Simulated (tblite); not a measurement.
Compound: C6H8F4.
SMILES: `C[C@]1(F)C[C@H](C(F)(F)F)C1`

Computed values, GFN2-xTB/tblite, gas phase, harmonic and unscaled. Against measured fundamentals such values can be off by several per cent, at times by over 20.

Harmonic wavenumbers (cm⁻¹): 46.1, 65.9, 141.6, 199.4, 208.2, 290.6, 301.5, 359.3, 366.4, 424.6, 443.3, 473.6, 528.4, 572.1, 659.5, 761.4, 852.1, 870.1, 898.6, 948.0, 965.0, 1015.8, 1033.1, 1050.2, 1060.3, 1091.4, 1109.4, 1170.9, 1182.5, 1195.5, 1214.8, 1239.3, 1240.1, 1287.4, 1310.2, 1398.9, 1439.9, 1451.5, 1471.7, 1479.8, 2993.5, 3027.4, 3029.2, 3040.2, 3041.8, 3043.2, 3046.2, 3067.4.

A = 2680, B = 809.0, C = 787.9 MHz; mass 156.056 u (most abundant isotopes); point group Cs, symmetry number 1.

Zero-point energy?

Half the sum of the wavenumbers: 29054 cm⁻¹ = 83.07 kcal/mol.

Give the ideal-gas entropy at 500 K and 1 bar in the rigid-rotor, harmonic-oscillator model (classical rotation).

Translation 43.64, rotation 31.16, vibration 47.34: S = 122.1 cal/(mol K).

And Cp and H(500 K) − H(0)?

Cp = 57.07 cal/(mol K), of which vibrations give 49.13 (their classical limit is 48 R = 95.4); H(500 K) − H(0) = 16.46 kcal/mol without the zero-point energy, 12.49 from vibrations.

What must be added to the electronic energy to get the Gibbs energy at 500 K and 1 bar?

ZPE + [H(500 K) − H(0)] − T·S = 83.07 + 16.46 − 61.07 = 38.46 kcal/mol.

How do the functions run with temperature in this model?

```tsv
T (K)	S (cal/(mol K))	Cp (cal/(mol K))	H − H(0) (kcal/mol)	G − H(0) (kcal/mol)	ln q(vib)
100	69.3	17.3	1.22	-5.71	1.51
200	84.6	27.9	3.49	-13.43	3.81
300	97.9	38.5	6.80	-22.56	6.24
800	153.0	73.8	36.36	-86.04	18.60
1000	170.2	80.6	51.84	-118.41	23.17
```

q(vib) and H(0) count from the zero-point level.

Blend soft modes into free rotors: weight 1/[1 + (100 cm⁻¹/ν̃)⁴] for the oscillator and the rest for a rotor with moment μB/(μ + B), μ = h/(8π²ν), B = 10⁻⁴⁴ kg m². What vibrational entropy results?

44.09 cal/(mol K) in place of 47.34, which changes −T·S at 500 K by +1.63 kcal/mol.

Which modes carry the vibrational entropy at 500 K?

46.1 cm⁻¹: 6.00; 65.9 cm⁻¹: 5.29; 141.6 cm⁻¹: 3.79; 199.4 cm⁻¹: 3.12; 208.2 cm⁻¹: 3.03; 290.6 cm⁻¹: 2.40 cal/(mol K); the other 42 give 23.70 together.

Hindered rotation and anharmonicity are outside this model.
